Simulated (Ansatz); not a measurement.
Input (CCSDT(Q)/def2-SVP; Ansatz, a program for electronic structure):

Ansatz 0.2 input:
```yaml
crystal:
  periodic: [false, false, false]
  atoms:
    - {symbol: Li, position_ang: [-0.00000000, -0.00000000, -2.02545249]}
    - {symbol: Cl, position_ang: [0.00000000, 0.00000000, 0.35743279]}
basis:
  gaussian:
    orbitals: def2-SVP
total_charge: 1
magnetization: {spin_polarized: true, initial_magnetization: 1}
correlation: {method: ccsdt_q, electrons: outside_noble_gas}
```

Output:

```
Functional definition: HF
integrals: 0.01 GiB planned
463 factors; integrals over basis functions are off by at most 9.4e-8 eV
mean field: 0.07 GiB planned
mean field evaluation 1: about -12695.3250 eV, gradient 1.2e1 eV
mean field evaluation 2: about -12695.3507 eV, gradient 1.1e1 eV
mean field evaluation 4: about -12696.0403 eV, gradient 6.1e-1 eV
mean field evaluation 8: about -12696.0509 eV, gradient 4.2e-3 eV
mean field evaluation 16: about -12696.0468 eV, gradient 6.7e-1 eV
mean field evaluation 32: about -12695.3495 eV, gradient 2.2e-3 eV
mean field evaluation 64: about -12695.3469 eV, gradient 3.8e-1 eV
mean field evaluation 96: about -12695.3490 eV, gradient 2.2e-1 eV
mean field evaluation 128: about -12695.0961 eV, gradient 9.5e0 eV
mean field -12696.05086555 eV, -466.5712636167 hartree, gradient 4.0e-6 eV, S^2 0.755803; 9 other end points of the search recorded, 0 dependent functions left out
determinant -12696.05086555 eV, -466.5712636167 hartree, with singles and doubles -12699.51323794 eV, -466.6985034549 hartree
determinant -12695.34953699 eV, -466.5454902675 hartree, with singles and doubles -12698.83469229 eV, -466.6735673623 hartree
6 core orbitals not correlated
reference -12696.05086555 eV, -466.5712636167 hartree; 4, 3 occupied and 17, 18 virtual orbitals, 463 factors
second order -3.00819563 eV of doubles, -0.00000000 eV of singles
coupled cluster: 0.10 GiB planned
cycle   1  -3.37433491 eV  change   -3.7e-1 eV  update   3.5e-2
cycle   2  -3.49691716 eV  change   -1.2e-1 eV  update   1.2e-2
cycle   3  -3.50631739 eV  change   -9.4e-3 eV  update   3.4e-3
cycle   4  -3.50757208 eV  change   -1.3e-3 eV  update   1.4e-3
cycle   5  -3.50731609 eV  change    2.6e-4 eV  update   6.6e-4
cycle   6  -3.50730484 eV  change    1.1e-5 eV  update   3.1e-4
cycle   7  -3.50740766 eV  change   -1.0e-4 eV  update   1.4e-4
cycle   8  -3.50742397 eV  change   -1.6e-5 eV  update   4.8e-5
cycle   9  -3.50740946 eV  change    1.5e-5 eV  update   1.9e-5
cycle  10  -3.50740537 eV  change    4.1e-6 eV  update   7.4e-6
cycle  11  -3.50740838 eV  change   -3.0e-6 eV  update   2.8e-6
cycle  12  -3.50740861 eV  change   -2.3e-7 eV  update   1.4e-6
cycle  13  -3.50740866 eV  change   -5.4e-8 eV  update   5.5e-7
perturbative correction -0.00345598 eV, -0.0001270048 hartree
Total energy: -12699.56173019 eV, -466.7002855124 hartree
```
